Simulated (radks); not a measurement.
Results of a calculation; reference values are marked as such.
Question: Spherical quantum dot in the effective-mass picture: electrons in a parabolic well V = omega^2 r^2 / 2 with omega = 1.15, all in effective atomic units (hartree* = m*/eps^2 hartree, bohr* = eps/m* bohr), one dielectric constant everywhere. Level of theory: non-relativistic Kohn-Sham, LDA (Slater exchange, Perdew-Wang correlation), spin-polarised, spherical densities (a radial shooting solver with Libxc functionals). Levels are named by radial order and angular momentum (1s, 1p, 1d, 2s, ...), and open shells are averaged over m. Results are scaled to m* = 0.176 and eps = 15.2, for which hartree* = 20.73 meV and bohr* = 4.57 nm. At N = 17 the configuration is 1s2 1p6 1d(up 5, down 4). Does electron 18 go into 2s down or 2s up or 1d down?

Answer: Into 1d down. The total energies of the other choices lie higher by 2.12 meV (2s up), 2.33 meV (2s down).
